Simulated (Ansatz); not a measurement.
`Cl[SiH2][SiH2][GeH3]` + `[SiH3][GeH2][Cl]` → `[SiH3][GeH2][SiH2][SiH2][GeH3]` + Cl₂  (formal exchange of groups at the Si–Cl bond)

Gas-phase electronic energies from Ansatz, PBE0-D4/def2-TZVP geometries. CCSD(T)/CBS adds triple-zeta CCSD(T) − MP2 to the extrapolated MP2 energy (def2 sets, frozen cores). This one scheme is used for every species. Functionals use def2-TZVPP. B3LYP here is the variant with VWN-RPA as its local correlation; programs differ in this. For Ge outer-core shells are correlated without core-valence functions, which leaves a few kJ/mol of doubt a bond. Scalar relativity is left out up to krypton. One conformer a species, not always the lowest.

```tsv
level	ΔE (kJ/mol)	difference from CCSD(T)/CBS
PBE-D4	275.4	-23.6
r2SCAN-D4	302.9	3.9
PBE0-D4	291.6	-7.4
B3LYP-D4	294.8	-4.2
ωB97X-V	306.1	7.1
ωB97M-V	304.7	5.7
B2PLYP	311.1	12.1
PBE	282.3	-16.7
r2SCAN	305.5	6.5
PBE0	298.3	-0.7
B3LYP	305.4	6.4
HF/def2-TZVPP	352.2	53.2
MP2/def2-TZVPP	318.1	19.1
SCS-MP2/def2-TZVPP	316.8	17.8
CCSD/def2-TZVPP	308.6	9.6
CCSD(T)/def2-TZVPP	301.9	2.9
HF/def2-QZVPP	351.7	52.7
MP2/def2-QZVPP	316.3	17.3
SCS-MP2/def2-QZVPP	316.3	17.3
HF/CBS(def2)	351.6	52.6
MP2/CBS(def2)	315.3	16.3
CCSD/CBS(def2)	305.7	6.7
CCSD(T)/CBS	299.0	0
```

Largest T1 diagnostic among the species: 0.013.

In def2-TZVPP, CCSD(T) changes the Hartree–Fock value by −50.4 kJ/mol (the triples alone add −6.7 kJ/mol) and MP2 by −34.1 kJ/mol. The D4 term adds −10.6 kJ/mol with B3LYP and −6.7 kJ/mol with PBE0; it sums over pairs of atoms, weighted by their polarisabilities, and B3LYP, whose exchange is more repulsive, gets the larger term.
